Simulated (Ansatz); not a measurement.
Basis sets compared for the cluster Cu₂Pd. Total charge 0; singlet. Geometry PBE0-D4/def2-TZVP. Ansatz on 4 threads of Intel Xeon on a shared host; times are rough, and most runs start from earlier orbitals.

```xyz
3

Pd    0.956    1.043   -0.078
Cu    0.319   -1.210    0.605
Cu   -1.275    0.167   -0.527
```

In the def2 sets Pd takes a core potential; there is no spin–orbit coupling. The structure comes from a short search, and lower isomers may exist.

Binding counts from free atoms (Pd singlet, Cu doublet) in the same basis, without a counterpoise term.

```tsv
level	functions	energy (Eh)	HOMO (eV)	LUMO (eV)	binding per atom (eV)	wall time
PBE-D4/def2-SVP	93	-3407.9908	-3.73	-2.69	1.76	1.1 s
PBE-D4/def2-TZVP	130	-3408.5348	-4.14	-3.00	1.50	1.1 s
r2SCAN-D4/def2-TZVP	130	-3408.9978	-4.14	-2.73	1.51	2 s
PBE0-D4/def2-SVP	93	-3407.9597	-4.88	-1.83	1.42	1.7 s
PBE0-D4/def2-TZVP (with forces)	130	-3408.4827	-5.20	-2.08	1.24	2.5 s
```

(1) Estimate the rows for PBE-D4/def2-TZVPD, r2SCAN-D4/def2-TZVPD, PBE0-D4/def2-TZVPD.

Answers

(1) 
```csv
level,functions,energy (Eh),HOMO (eV),LUMO (eV),binding per atom (eV),wall time
PBE-D4/def2-TZVPD,136,-3408.5362,-4.21,-3.04,1.51,1.4 s
r2SCAN-D4/def2-TZVPD,136,-3408.9990,-4.20,-2.77,1.52,2.7 s
PBE0-D4/def2-TZVPD,136,-3408.4836,-5.26,-2.11,1.25,2.3 s
```
